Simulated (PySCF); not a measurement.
**Working out the ionisation energy of In**

In [Kr] 4d10 5s2 5p1 (2P) → In⁺ [Kr] 4d10 5s2 (1S). Computed with PySCF 2.14 in aug-cc-pVTZ-PP with ECP28MDF (6s5p4d2f, 55 functions), with a scalar-relativistic core potential. Frozen: 4s2 4p6 4d10. Energies in hartree (1 hartree = 27.21139 eV):

| part | In (lower) | In⁺ (upper) |
| --- | --- | --- |
| UHF | -189.210364 | -189.018767 |
| MP2 opposite-spin | -0.027934 | -0.023304 |
| MP2 same-spin | -0.002264 | 0.000000 |

Q: What does Hartree-Fock give?

A: (-189.018767) − (-189.210364) = 0.191597 hartree = 5.214 eV.

Q: What do MP2 and SCS-MP2 (6/5 opposite-spin, 1/3 same-spin) give?

A: The opposite-spin parts differ by 0.126 eV and the same-spin parts by 0.062 eV. MP2: 5.214 + (0.126) + (0.062) = 5.402 eV. SCS-MP2: 5.214 + 1.2 × (0.126) + (0.062)/3 = 5.386 eV.

Measured between the centres of the two terms (NIST): 5.603 eV, so MP2 (valence) is off by -0.201 eV.

What remains against the reference includes basis incompleteness, the frozen core and correlation beyond second order.
